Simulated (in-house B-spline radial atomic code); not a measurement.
Inner levels of hafnium as electrons are removed. A shift is the extra binding of the orbital against the neutral atom ([Xe] 4f14 5d2 6s2). The density at the nucleus is averaged over the nuclear charge. Computed with an all-electron radial atomic-structure program (B-spline basis): Dirac-Hartree-Fock, average of the configuration, finite nuclei.

```csv
ion,configuration,shift of 2p1/2 (eV),shift of 2s1/2 (eV),shift of 2p3/2 (eV),radius of 2p1/2 (bohr),radius of 2s1/2 (bohr),radius of 2p3/2 (bohr),Σ<r²> (bohr²),change of density at nucleus (bohr⁻³)
Hf12+,[Kr] 4d10 4f12 5s2,234.55,234.37,234.37,0.066198,0.07971,0.073883,13.487,405.78
Hf13+,[Kr] 4d10 4f11 5s2,?,?,?,?,?,?,?,?
Hf14+,[Kr] 4d10 4f11 5s1,299.39,299.06,299.22,0.066199,0.079712,0.073884,11.421,-251.5
Hf15+,[Kr] 4d10 4f11,?,?,?,?,?,?,?,?
Hf16+,[Kr] 4d10 4f10,368.61,368.1,368.46,0.0662,0.079715,0.073884,9.5981,-1032.29
Hf17+,[Kr] 4d10 4f9,410.59,410.27,410.56,0.066203,0.079718,0.073888,9.0179,-972.55
Hf18+,[Kr] 4d10 4f8,454.25,454.15,454.36,0.066206,0.079721,0.073892,8.482,-906.09
Hf19+,[Kr] 4d10 4f7,499.59,499.7,499.83,0.066209,0.079725,0.073896,7.9848,-832.9
Hf20+,[Kr] 4d10 4f6,546.56,546.91,546.95,0.066213,0.079729,0.073901,7.5217,-752.97
Hf21+,[Kr] 4d10 4f5,595.15,595.76,595.7,0.066217,0.079733,0.073905,7.0888,-666.34
Hf22+,[Kr] 4d10 4f4,?,?,?,?,?,?,?,?
Hf23+,[Kr] 4d10 4f3,697.11,698.27,698.01,0.066225,0.079741,0.073916,6.3016,-473.01
Hf24+,[Kr] 4d10 4f2,750.45,751.91,751.53,0.06623,0.079746,0.073921,5.9422,-366.34
Hf25+,[Kr] 4d10 4f1,805.35,807.11,806.62,0.066234,0.07975,0.073926,5.6028,-253.04
Hf26+,[Kr] 4d10,861.79,863.88,863.26,0.066239,0.079755,0.073932,5.2817,-133.12
Hf27+,[Kr] 4d9,924.08,925.94,925.39,0.066232,0.079747,0.073922,4.963,46.15
```

Task: Fill in the row of Hf13+.

Result: shift of 2p1/2 (eV): 271.11; shift of 2s1/2 (eV): 271.12; shift of 2p3/2 (eV): 271.04; radius of 2p1/2 (bohr): 0.066201; radius of 2s1/2 (bohr): 0.079713; radius of 2p3/2 (bohr): 0.073886; Σ<r²> (bohr²): 12.668; change of density at nucleus (bohr⁻³): 531.47.

Task: Fill in the row of Hf15+.

Result: shift of 2p1/2 (eV): 328.36; shift of 2s1/2 (eV): 327.68; shift of 2p3/2 (eV): 328.1; radius of 2p1/2 (bohr): 0.066197; radius of 2s1/2 (bohr): 0.079712; radius of 2p3/2 (bohr): 0.073881; Σ<r²> (bohr²): 10.23; change of density at nucleus (bohr⁻³): -1085.34.

Task: Fill in the row of Hf22+.

Result: shift of 2p1/2 (eV): 645.34; shift of 2s1/2 (eV): 646.21; shift of 2p3/2 (eV): 646.06; radius of 2p1/2 (bohr): 0.066221; radius of 2s1/2 (bohr): 0.079737; radius of 2p3/2 (bohr): 0.07391; Σ<r²> (bohr²): 6.683; change of density at nucleus (bohr⁻³): -573.02.
